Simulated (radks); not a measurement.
Excited configurations of the zirconium ion Zr3+: one electron is placed in a higher orbital outside [Kr]. The ground configuration is [Kr] 4d1. Calculated with a radial shooting solver on a logarithmic mesh with Libxc functionals: scalar-relativistic Kohn-Sham, PBE, spin-polarised, spherical densities, point nucleus; open shells are filled with parallel spins first (spin-orbit coupling, left out, can overturn this in heavy ions). Excitation = E - E(ground); binding = E(ion) - E, where the ion is the core of charge +4; n* = 4/sqrt(2 binding) in atomic units, and the quantum defect is n - n*.

| outer orbital | excitation (eV) | binding (eV) | n* | quantum defect | eigenvalue (eV) |
|---|---|---|---|---|---|
| 4f | 19.437 | 15.003 | 3.809 | 0.191 | -12.386 |
| 5p | 10.029 | 24.411 | 2.986 | 2.014 | -21.485 |
| 5d | 17.586 | 16.854 | 3.594 | 1.406 | -14.813 |
| 5f | 24.343 | 10.097 | 4.643 | 0.357 | -8.734 |
| 6s | 18.260 | 16.181 | 3.668 | 2.332 | -14.505 |
| 6d | 23.947 | 10.493 | 4.555 | 1.445 | -9.292 |
| 7p | 25.431 | 9.009 | 4.916 | 2.084 | -8.114 |
| 7d | 27.251 | 7.189 | 5.503 | 1.497 | -6.449 |
| 7f | 29.255 | 5.185 | 6.479 | 0.521 | -4.648 |

The Delta-SCF ionisation energy is 34.440 eV (NIST Atomic Spectra Database: 34.418 eV, measured). Self-interaction in the functional shifts the binding energies and quantum defects, so they are the method's values and not measured ones. Open shells are spherical and high-spin; term and fine-structure splittings are not resolved.
